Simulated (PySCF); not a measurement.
A computed series [MCl4]−

Computed with PySCF 2.14.0, PBE0, def2-SVP on the ligands, density fitting, scalar-relativistic core potentials, no spin-orbit coupling, vacuum. Each member is relaxed from one template within its symmetry. Distances are means of the shortest metal–ligand contacts, charges and spins Mulliken's; removal energies are rigid, with the ligand's formal charge and no counterpoise, so too large; for an anion taken off a cation in vacuum most of it is the attraction of opposite charges, and multiply charged cations can part far more cheaply with an electron moved from ligand to metal. lcecp potentials hold a fixed number of 4f electrons in the core, out of states, spins and gaps.

```csv
metal,basis on the metal,point group,M–Cl (Å),charge on M (e),removal of one Cl (eV),"strongest infrared band, degenerate modes summed (cm⁻¹)",unstable modes (below −25 cm⁻¹)
La,def2-SVP with ECP46,Td,2.675,0.76,4.82,298,0
Pr,lcecp-1-SVP with ECP48,Td,2.631,0.80,4.87,302,0
Pm,lcecp-1-SVP with ECP50,Td,2.598,0.78,4.92,304,0
Eu,lcecp-1-SVP with ECP52,Td,2.569,0.75,4.98,308,0
Ho,lcecp-1-SVP with ECP56,Td,2.519,0.72,5.07,312,0
Tm,lcecp-1-SVP with ECP58,Td,2.497,0.72,5.10,313,0
Lu,lcecp-1-SVP with ECP60,Td,2.477,0.67,5.16,313,0
Bi,def2-SVP with ECP60,Td,2.609,0.97,3.59,263,0
```

A further member has point group Td, M–Cl (Å) 2.544, charge on M (e) 0.73, removal of one Cl (eV) 5.04, strongest infrared band, degenerate modes summed (cm⁻¹) 311, unstable modes (below −25 cm⁻¹) 0. Which metal is it?

Tb, lcecp-1-SVP with ECP54. Other answers can fit too; this one was computed.

From Pr to Lu the M–Cl distance shrinks by 0.15 Å, the lanthanide contraction, and the energy to remove one Cl rises by 0.29 eV.

One start shape was tried for each, so a minimum needn't be the lowest isomer.
